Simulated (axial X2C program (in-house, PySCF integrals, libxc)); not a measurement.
**AlMn: cheaper levels and CCSD(T), 2c**

All values were computed with an in-house all-electron X2C program for linear molecules (integrals from PySCF). Two-component (2c) means X2C with spin–orbit coupling and atomic mean-field two-electron Coulomb and Gaunt terms. Basis: Mn dyall-cv3z [9s10p6d3f2g], Al dyall-v3z [8s8p2d1f] (cores contracted in-house); Gaussian nuclei, density fitting, unrestricted open shells. Masses: Mn 54.938 u, Al 26.982 u.

State: Ω = 3 (⟨Sz⟩ = 2.00, ⟨Lz⟩ = 1.00 at HF); fragments Mn + Al.

| level | Re (Å) | ωe (cm⁻¹) | De (eV) |
| --- | --- | --- | --- |
| PBE0 | 2.671 | 225.3 | 0.793 |
| HF | 2.938 | 166.4 | 0.126 |
| PBE50 | 2.758 | 204.0 | 0.574 |

Correlated methods: 10 electrons correlated (number of frozen shells: Mn 3 s, 2 p; Al 2 s, 1 p), 234 virtual spin orbitals or spinors in MP2, 90 natural virtuals in coupled cluster.

CCSD(T), same Hamiltonian and basis:

Re = 2.856 Å, ωe = 156.4 cm⁻¹, De = 0.31 eV; T1 = 0.060 (Lee–Taylor normalisation).

**Question.** Give the differences from CCSD(T) in the columns below.

**Answer.** 

```tsv
level	ΔRe (Å)	Δωe (cm⁻¹)	ΔDe (eV)
PBE0	-0.185	68.9	0.48
HF	0.082	10.0	-0.18
PBE50	-0.098	47.6	0.26
```

The state is a single determinant with fixed occupations, the lowest that a limited PBE0 search found. De is counted from the lowest determinant-based energies of the atoms at the same level, without counterpoise correction. Density functionals use the spin component along the axis (collinear). CCSD and (T) use frozen natural virtuals with an MP2 correction for the truncation; (T) itself is uncorrected, so its De runs slightly low. In 2c an atomic determinant is not the ground J level, so De misses part of the atomic spin–orbit lowering. This holds for PBE0, PBE50. Other states lie close and PBE0, whose exact exchange favours high spin, may order them wrongly; the determinant shown need not be the ground state. The nearest other spin-free determinant of the search, M_S = 3, Λ = 1, lies 0.26 eV up at the distance of the search. Without a current term, density functionals place determinants with orbital angular momentum somewhat too high. The atomic limit has a lower orbital projection than the molecule and lies lower at mean-field level, so De may be about a tenth of an eV too small. With several unpaired electrons one determinant need not be a pure state. A state of lower Ω lies just above, and one determinant can place such states too high, so the state shown need not be the lowest. The search has Ω = 1 only 0.01 eV up. Open-shell Ω = 0 determinants with evenly filled partner blocks cannot be reached by this program, so the Ω shown need not be the lowest component. Some points did not converge and are left out. The determinant is spin-polarised beyond a pure state at some levels (its spin-free form has ⟨S²⟩ too high), which makes Re and μ there less reliable. The T1 diagnostic is large, a sign of multireference character. The levels of this run spread widely (ωe from 156 to 225 cm⁻¹), so these constants depend on the method.
